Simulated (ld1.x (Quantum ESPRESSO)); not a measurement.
# Sc RRKJ: all-electron and pseudo phase curves

Sc, norm-conserving RRKJ (Kleinman–Bylander form), made with ld1.x (Quantum ESPRESSO) 7.5 (PBEsol, fully relativistic). Core [Ne], reference 3s2 3p6 3d1 4s2 4p0. Waves: 3p (bound): rc 1.90 bohr; 3d (bound): rc 1.65 bohr; 4f channel at 0.45 Ry: rc 1.50 bohr; 3s (bound): rc 1.05 bohr. Local part: the s channel. Core correction: a·sin(br)/r model core inside 0.50 bohr. rho0 = 0.01.

Open shells are filled in proportion to 2j + 1 (rel_dist='average').

Occupied shells without a wave of their own: 4s. They enter only through the test configuration that unscreens the potential, and ld1.x also counts them in the model core charge.

The phase is arctan(r·u′/u) with u = r·R(r), unwrapped; energies in Ry, scanned from -6 to 5 Ry. A pole is an energy at which the radial function vanishes at the test radius. The pseudo phase is shifted by a multiple of π to meet the all-electron one at the reference energy, and phase errors are pseudo minus all-electron; the curves can meet again beyond the range given. Levels narrower than the energy grid can be missing from the lists of poles.

```tsv
channel	radius (bohr)	reference energy (Ry)	poles, all-electron	poles, pseudo	unbroken range about the reference energy with phases within 0.05 rad	phase error 1 Ry above the reference energy (rad)
s	2.04	-4.03	-3.71	-3.71	below 1.1	-0.000
p1/2	2.04	-2.49	-2.02	-2.02	the whole range	+0.000
p3/2	2.04	-2.45	-1.97	-1.97	the whole range	+0.000
d3/2	2.04	-0.24	0.67	0.69	below 2.8	+0.004
d5/2	2.04	-0.24	0.68	0.69	below 2.8	+0.004
f5/2	2.04	0.45	none	none	the whole range	+0.000
f7/2	2.04	0.45	none	none	the whole range	+0.000
```

ld1.x takes every shell without a wave as core, so the model core holds the 4s electrons as well and exchange and correlation see them twice. This cancels in the reference configuration, but the file is broken for other ones, and its errors say nothing about a proper core correction.

Phases in the f7/2 channel:

```
E (Ry)  all-electron  pseudo
 -6.00         1.394   1.394
 -5.48         1.388   1.388
 -4.96         1.381   1.381
 -4.44         1.374   1.374
 -3.92         1.365   1.365
 -3.40         1.355   1.355
 -2.88         1.344   1.344
 -2.36         1.331   1.331
 -1.84         1.316   1.316
 -1.32         1.298   1.298
 -0.80         1.275   1.275
 -0.28         1.246   1.246
  0.24         1.209   1.209
  0.76         1.157   1.157
  1.28         1.082   1.082
  1.80         0.962   0.963
  2.32         0.750   0.750
  2.84         0.334   0.335
  3.36        -0.339  -0.335
  3.88        -0.884  -0.880
  4.40        -1.169  -1.166
  4.92        -1.323  -1.320
```
